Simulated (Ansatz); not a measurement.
Born–Oppenheimer molecular dynamics of C₃H₉B (13 atoms, charge 0, multiplicity 1). It goes on from the last frame of an earlier run, with new velocities.

These are results of RKS PBE0/def2-SVP in Ansatz 0.2.0, not measurements.

```yaml
ensemble: NVE (velocity Verlet)
time_step: 0.5 fs
steps_asked: 166
starting_velocities_drawn_for: 500 K
seed: 893291
```

First frame:

```xyz
13
Properties=species:S:1:pos:R:3
B 0.033 0.033 -0.003
C -0.027 0.071 1.546
H -1.014 0.311 1.939
H 0.088 -1.026 1.763
H 0.794 0.581 2.094
C 1.368 0.068 -0.753
H 1.397 -0.779 -1.535
H 1.438 0.985 -1.318
H 2.271 -0.039 -0.138
C -1.354 -0.138 -0.807
H -1.899 -1.067 -0.484
H -1.856 0.776 -0.412
H -1.290 -0.067 -1.886
```

Task: How far do the bonds stretch over the last three quarters of this one trajectory? (Pairs bonded in most of those frames.)

Result: 
| bond | mean (Å) | spread (Å) | shortest | longest |
| --- | --- | --- | --- | --- |
| B1–C2 | 1.580 | 0.024 | 1.54 | 1.64 |
| B1–C6 | 1.581 | 0.017 | 1.55 | 1.62 |
| B1–C10 | 1.599 | 0.062 | 1.48 | 1.72 |
| C2–H3 | 1.108 | 0.024 | 1.07 | 1.14 |
| C2–H4 | 1.108 | 0.022 | 1.07 | 1.14 |
| C2–H5 | 1.104 | 0.029 | 1.06 | 1.15 |
| C6–H7 | 1.113 | 0.042 | 1.04 | 1.18 |
| C6–H8 | 1.105 | 0.031 | 1.06 | 1.16 |
| C6–H9 | 1.103 | 0.008 | 1.09 | 1.12 |
| C10–H11 | 1.105 | 0.020 | 1.07 | 1.14 |
| C10–H12 | 1.112 | 0.026 | 1.07 | 1.16 |
| C10–H13 | 1.108 | 0.030 | 1.05 | 1.16 |

Mean temperature of the second half: 351 K. The conserved energy stayed within 0.22 meV per atom of its start (net change -0.016 meV per atom), so the integration is sound. A run of 0.083 ps of so small a system gives no equilibrium averages.

The run took 110 s on 4 threads of Intel(R) Xeon(R) 6975P-C (Granite Rapids), on a shared host, peak memory 0.21 GiB.
